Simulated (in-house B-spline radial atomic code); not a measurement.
Configurations of Ne, with energies counted from [He] 2s2 2p6. Computed with a radial B-spline atomic code at the basis-set limit: non-relativistic BHandHLYP, spin-polarised, spherical fractional occupations, exact exchange averaged over the configuration, point nucleus. Shells without spins written out take the highest spin.

Occupations are held fixed; configurations that lie above the ionisation limit could autoionise.

```json
{"configuration": "[He] 2s2 2p5 3p1", "E - E(ref) (eV)": "18.376", "highest orbital": "3p up", "its <r> (bohr)": "5.852"}
{"configuration": "[He] 2s2 2p5 3d1", "E - E(ref) (eV)": "19.901", "highest orbital": "3d up", "its <r> (bohr)": "10.2"}
{"configuration": "[He] 2s1 2p6 3d1", "E - E(ref) (eV)": "46.103", "highest orbital": "3d up", "its <r> (bohr)": "10.18"}
```

(1) Order these further configurations by energy, lowest first.
A. [He] 2s2 2p5 3s1
B. [He] 2s1 2p6 3p1
C. [He] 2s1 2p6 3s1

Results:

(1) A (16.393 eV), C (42.559 eV), B (44.564 eV).
